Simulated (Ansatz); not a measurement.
Stretching the Ge1–Br2 bond in BrGeH3 (SMILES [GeH3][Br]) (multiplicity 1 held, fragments rigid). Energies count from the point at 2.332 Å.
Geometry at that point (charge 0, multiplicity 1):
```xyz
5

Ge    -1.146     0.047     0.005
Br     1.184    -0.048    -0.005
H     -1.540     1.484    -0.354
H     -1.607    -0.332     1.416
H     -1.642    -0.956    -1.043
```

U- levels take the lowest unrestricted solution at each point, which mixes spins at long bonds. Active spaces are followed from a long bond inwards. Curves can end on different states.

Frozen-core correlation. Filled d and f shells under p-block atoms count as core.

Run with Ansatz (a quantum-chemistry and plane-wave program). Each number belongs to the level named beside it.

Problem. Estimate the energy at R = 7.462 Å that U-HF/cc-pVTZ returns for this input.

Solution. 63.4 kcal/mol

Problem. What is the computed energy at R = 7.462 Å (FIC-MRCISD+Q on CASSCF(6,4)/cc-pVTZ)?

Solution. 84.1 kcal/mol

Problem. Predict the energy at R = 7.462 Å from CASSCF(6,4)/cc-pVTZ.

Solution. 74.7 kcal/mol

Doubts at one or more of the structures used: a spin-contaminated determinant (U-HF/cc-pVTZ); active orbitals that take no part (CASSCF(6,4)/cc-pVTZ, FIC-MRCISD+Q on CASSCF(6,4)/cc-pVTZ).
